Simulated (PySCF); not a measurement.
Job for PySCF: D3(BJ) and D4 dispersion corrections on CHClO (a complex), monomers drawn apart or pushed together.

```python
from pyscf import gto
from pyscf.dispersion import dftd3, dftd4

mol = gto.M(
    atom='''
    Cl    0.24016077   -0.09515925   -0.23457402
    H     0.16915649   -0.10686259    1.05121223
    C     0.06681660   -0.12792292    3.10652947
    O     0.00764378   -0.13704964    4.22759473
    ''',
    basis='def2-svp',
    charge=0, spin=0, verbose=0, max_memory=1800)
d3, d4 = {}, {}
for xc in ['hf', 'pbe', 'blyp', 'revpbe', 'tpss', 'r2scan', 'b3lyp', 'pbe0', 'bhlyp', 'camb3lyp', 'b2plyp']:
    d3[xc] = float(dftd3.DFTD3Dispersion(mol, xc=xc, version='d3bj', atm=False).get_dispersion()['energy'])
    print(f'D3(BJ) {xc:10s} {d3[xc]:14.8f} Eh')
for xc in ['hf', 'pbe', 'blyp', 'revpbe', 'tpss', 'r2scan', 'b3lyp', 'pbe0', 'bhlyp', 'camb3lyp', 'b2plyp']:
    d4[xc] = float(dftd4.DFTD4Dispersion(mol, xc={'camb3lyp': 'cam-b3lyp'}.get(xc, xc), atm=True).get_dispersion()['energy'])
    print(f'D4     {xc:10s} {d4[xc]:14.8f} Eh')
```

Output:

```
D3(BJ) hf            -0.01330232 Eh
D3(BJ) pbe           -0.00171010 Eh
D3(BJ) blyp          -0.00363272 Eh
D3(BJ) revpbe        -0.00429258 Eh
D3(BJ) tpss          -0.00218617 Eh
D3(BJ) r2scan        -0.00050351 Eh
D3(BJ) b3lyp         -0.00296111 Eh
D3(BJ) pbe0          -0.00150691 Eh
D3(BJ) bhlyp         -0.00227623 Eh
D3(BJ) camb3lyp      -0.00139410 Eh
D3(BJ) b2plyp        -0.00137652 Eh
D4     hf            -0.00483910 Eh
D4     pbe           -0.00142114 Eh
D4     blyp          -0.00307375 Eh
D4     revpbe        -0.00438815 Eh
D4     tpss          -0.00192144 Eh
D4     r2scan        -0.00038889 Eh
D4     b3lyp         -0.00225718 Eh
D4     pbe0          -0.00122352 Eh
D4     bhlyp         -0.00165306 Eh
D4     camb3lyp      -0.00124665 Eh
D4     b2plyp        -0.00101310 Eh
```

The run finished.

Cost: about 0.04 core-seconds (a rough figure).
